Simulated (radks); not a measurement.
The mean radii <r> (bohr) of the occupied orbitals of an atom or ion are listed with their occupations. Method: scalar-relativistic Kohn-Sham, BLYP, spin-polarised, spherical densities, finite nucleus; Fermi nuclear charge, rms radius of each element as measured or else 0.836 A^(1/3) + 0.57 fm; computed with a radial shooting solver on a logarithmic mesh with Libxc functionals.

orbital  occ.      <r>
1s down     1  0.02457
1s up       1  0.02457
2s up       1   0.1052
2s down     1   0.1052
2p up       3  0.09236
2p down     3  0.09236
3s up       1   0.2787
3s down     1   0.2787
3p up       3   0.2767
3p down     3   0.2767
3d up       5   0.2536
3d down     5   0.2536
4s up       1   0.6373
4s down     1   0.6372
4p up       3   0.6748
4p down     3   0.6748
4d up       5   0.7442
4d down     5   0.7442
5s up       1    1.500
5s down     1    1.504
5p up       3    1.715
5p down     3    1.722
4f up       1    1.058

Name the element and its charge. Open shells, if any, are filled with parallel spins first.

Answer. Z = 58, cerium, charge +3: Ce3+ in [Xe] 4f1. The 1s radius gives Z: for a bare nucleus <r> = (2 gamma + 1)/(2Z) with gamma = sqrt(1 - (Z/c)^2), 0.02424 bohr for Z = 58, and screening makes it slightly larger (0.02457 here). The occupations add up to 55, and the charge is Z minus that.
